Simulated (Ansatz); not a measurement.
The cluster ZnAg6⁻, relaxed as a doublet with UKS PBE-D4/def2-SVPD in Ansatz, starting from packed atoms. Force threshold 0.02 eV/Å.

In the def2 sets Ag takes a core potential; there is no spin–orbit coupling. The highest occupied level of the charge -1 doublet lies above zero (up to 0.11 eV). It is a level of α spin, whose loss leaves a singlet; that state wasn't run at this geometry and level. The electron is either unbound and held by the finite basis, or the level is raised by self-interaction error. The relaxation made no stability test and no search for a lower SCF solution. No other spin state of charge -1 was run. The structure comes from a short search, and lower isomers may exist.

Start:

Cartesian coordinates in Å:
```
Zn 0.977 0.840 -2.884
Ag -2.106 2.045 0.963
Ag 0.583 1.047 1.021
Ag 0.779 -1.857 1.127
Ag -1.737 -0.715 1.807
Ag -0.835 -0.696 -0.944
Ag 2.340 -0.664 -1.090
```

Question: Estimate the energy that the relaxation releases and the steps that it takes.

Answer: 147.6 kJ/mol, in 16 steps; 3.3 min on 4 threads of Arm Neoverse V1 on a shared host. No frequencies were taken in this run, so the end may be a saddle point.

Question: Does the start keep its bonding?

Answer: Bonds lost: Ag3–Ag6, Ag6–Ag7 (atoms count from 1). Bonds formed: Zn1–Ag2, Zn1–Ag3, Zn1–Ag4 (atoms count from 1). Metal–metal contacts that move far: Ag2–Ag6 3.57 to 2.85 Å.

Question: Predict the relaxed structure.

Answer: 
```csv
atom,x (Å),y (Å),z (Å)
Zn1,0.349,0.439,-1.373
Ag2,-1.544,1.719,-0.091
Ag3,0.920,1.055,1.158
Ag4,0.618,-1.696,0.202
Ag5,-1.356,-0.439,1.690
Ag6,-1.837,-0.960,-1.025
Ag7,2.850,-0.117,-0.561
```
Bond lengths (bridged metal pairs left out): 10 × Ag–Ag 2.77 to 2.93 Å; 5 × Ag–Zn 2.62 to 2.69 Å.
